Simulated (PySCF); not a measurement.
# What a mistake does to a calculation on AlBCH4O

These are calculations, not measurements. The program is PySCF 2.14.0, an open-source quantum chemistry code, run on an isolated molecule that a program drew, which may never have been made. The molecule is AlBCH4O (charge 0, singlet), drawn as the SMILES string `B=[C](O)[AlH2]`.

Each row is a Hartree-Fock (HF) and frozen-core CCSD(T) single point in the cc-pV(D+d)Z basis, meant for a local HF minimum. Run 1 is clean. Each other run has one planted mistake out of seven kinds, and not every kind appears here: one electron removed, one electron added, multiplicity raised by two, geometry at a saddle point, minimal basis STO-3G, one bond length entered in bohr, all coordinates scaled. The reference is restricted for singlets and unrestricted otherwise, and also for a bond in bohr. Adding or removing an electron swaps singlet and doublet. Electrons count all cores. HOMO and LUMO are orbital energies over both spins, the gradient is its largest component, and the lowest frequency (negative if imaginary) is given only where the gradient is small. Bond lengths are over the 7 bonds as drawn. T1 is the CCSD diagnostic: over 0.02 (restricted) or 0.045 (unrestricted) a single reference is doubtful.

Geometry of the clean run:
```xyz
8
AlBCH4O, angstrom
B    -1.3304    0.4627   -2.5406
C    -0.4588   -0.1997   -1.7159
O     0.6646   -0.0717   -0.9573
Al   -1.3060   -1.9821   -1.7631
H    -2.1792    0.8381   -3.2598
H     0.9798    0.8185   -1.0097
H    -0.6499   -3.1486   -0.9330
H    -2.6121   -2.1825   -2.6292
```

```
run  electrons  basis functions  <S^2>  HOMO (eV)  LUMO (eV)  gradient (hartree/bohr)  lowest frequency (cm^-1)  mean bond (Å)  longest bond (Å)      T1  HF (hartree)  CCSD(T) (hartree)                     mistake
  1         36               85  0.000      -8.56       1.67                  2.5e-05                       171         1.4259             1.974  0.0166    -381.57956         -382.09553                    no fault
  2         35               85  0.758     -16.49      -6.35                  8.8e-02                         -         1.4259             1.974  0.0261    -381.30960         -381.79255        one electron removed
  3         37               85  0.779       0.18       6.26                  8.8e-02                         -         1.4259             1.974  0.0204    -381.53762         -382.07327          one electron added
  4         36               85  2.024      -6.32       0.02                  9.1e-02                         -         1.4259             1.974  0.0248    -381.50623         -382.00121  multiplicity raised by two
  5         36               28  0.000      -5.56       7.86                  9.3e-02                         -         1.4259             1.974  0.0146    -376.84462         -377.06794                           ?
  6         36               85  0.809      -8.83       1.50                  2.3e-02                         -         1.5751             2.219  0.0633    -381.44994         -381.96460                           ?
```

**Which mistake was planted in run 5, and what did it cost?**

It has 28 basis functions where the clean run has 85, with the same electrons and geometry. So the mistake is: minimal basis STO-3G. Subtracting run 1 and multiplying by 627.51 kcal/mol a hartree, the energy moved by 2971.2 kcal/mol in HF and 3154.9 kcal/mol in CCSD(T).

**Which mistake was planted in run 6, and what did it cost?**

The mean bond changes by a factor of 1.105 and the longest by 1.124, so the molecule wasn't scaled as a whole. A length L in bohr read as angstrom grows by (1/0.5292 - 1) L = 0.890 L. The 7 bonds together grew by 7 x 0.1492 = 1.044 Å, which gives L = 1.174 Å. That is bond B1-H5, 1.174 Å in the clean geometry. So the mistake is: one bond length entered in bohr. Subtracting run 1 and multiplying by 627.51 kcal/mol a hartree, the energy moved by 81.3 kcal/mol in HF and 82.2 kcal/mol in CCSD(T).

Cautions from the logs. Run 3: the HOMO is above zero, so the electron isn't bound and the energy depends on the basis; run 6: T1 is over the limit, so its CCSD(T) energy is less reliable.
